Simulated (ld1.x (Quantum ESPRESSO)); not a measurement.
What one change does to a pseudopotential (Nb, RRKJ)

- Element: Nb (Z = 41)
- Generator: ld1.x (Quantum ESPRESSO) 7.5
- Type: norm-conserving RRKJ (Kleinman–Bylander form)
- Functional: LDA (PZ)
- Relativity: fully relativistic
- Frozen core: [Kr]
- Valence charge: 5
- Reference configuration: 4d3 5s2 5p0
- Partial waves: 5s (bound): rc 3.15 bohr; 5p (bound, empty): rc 3.70 bohr; 4d (bound): rc 2.30 bohr
- Local potential: all-electron potential smoothed inside 3.25 bohr (lloc = -1)
- Core correction: Bessel-smoothed model core, default radius (core density twice the valence density)
- rho0: 0.005

Open shells are filled in proportion to 2j + 1 (rel_dist='average').

All-electron outer shells of the reference configuration (LDA (PZ), scalar-relativistic, ld1.x):

| shell | level (eV) | outermost node (bohr) | outermost maximum (bohr) |
| --- | --- | --- | --- |
| 4s | -60.84 | 0.53 | 1.02 |
| 4p | -36.87 | 0.54 | 1.12 |
| 5s | -4.86 | 1.40 | 2.96 |
| 4d | -4.78 | 0.55 | 1.47 |
| 5p | -1.56 | 1.60 | 3.95 |

Change: wave 4d (bound): rc 2.30 bohr becomes 4d (bound): rc 1.78 bohr.

Cutoffs: the cutoffs (Ry, on a coarse ladder) from which the occupation-weighted sum of valence levels, in a spherical-Bessel basis at the reference potential, stays within 10 and 1 mRy of its value at 400 Ry; they do not see the model core or the augmentation charge, which bear on the density cutoff. Errors are all-electron minus pseudo energies relative to the spin-unpolarised reference configuration.

What does the change do?

The potential gets harder (25 Ry and 30 Ry → 35 Ry and 40 Ry); of the 6 tests that both files solve, the error grows in 2 and shrinks in 0 by more than 15 % and 0.3 meV (median size 92.7 → 106.1 meV); neither file shows a bound ghost at the reference potential, the only one tested. A smaller radius makes the pseudo-wave follow the all-electron one further in, where it bends more sharply, so more plane waves are needed.

```tsv
quantity	base	changed
cutoff, loose	25 Ry	35 Ry
cutoff, tight	30 Ry	40 Ry
loose cutoff by channel (10 mRy a level)	s 6 Ry, d 25 Ry	s 6 Ry, d 30 Ry
bound ghosts	none	none
tests counted (converged, no solver errors)	6 of 7	6 of 7
error for 4d4 5s1 5p0, meV [ΔE 0.56 eV]	-67	-75
error for 4d4 5s0 5p0, meV [ΔE 7.48 eV]	-119	-137
error for 4d3 5s0 5p0, meV [ΔE 21.75 eV]	-27	-30
error for 4d3 5s1 5p0, meV [ΔE 7.77 eV]	-2.5	-3.2
error for 4d2 5s0 5p0, meV [ΔE 46.68 eV]	-198	-205
error for 4d1 5s0 5p0, meV [ΔE 83.77 eV]	-830	-932
s: phases at 3.98 bohr within 0.05 rad from the reference energy up to (Ry; the scan ends near 5)	0.6	0.6
p1/2: phases at 3.98 bohr within 0.05 rad from the reference energy up to (Ry; the scan ends near 5)	1.2	1.2
p3/2: phases at 3.98 bohr within 0.05 rad from the reference energy up to (Ry; the scan ends near 5)	1.2	1.2
d3/2: phases at 3.98 bohr within 0.05 rad from the reference energy up to (Ry; the scan ends near 5)	0.5	0.5
d5/2: phases at 3.98 bohr within 0.05 rad from the reference energy up to (Ry; the scan ends near 5)	0.5	0.5
```

Base: Tests not counted: 4d4 5s0 5p1 (solver errors, printed error +1.7 eV). Changed file: Tests not counted: 4d4 5s0 5p1 (solver errors, printed error +1.0 eV).
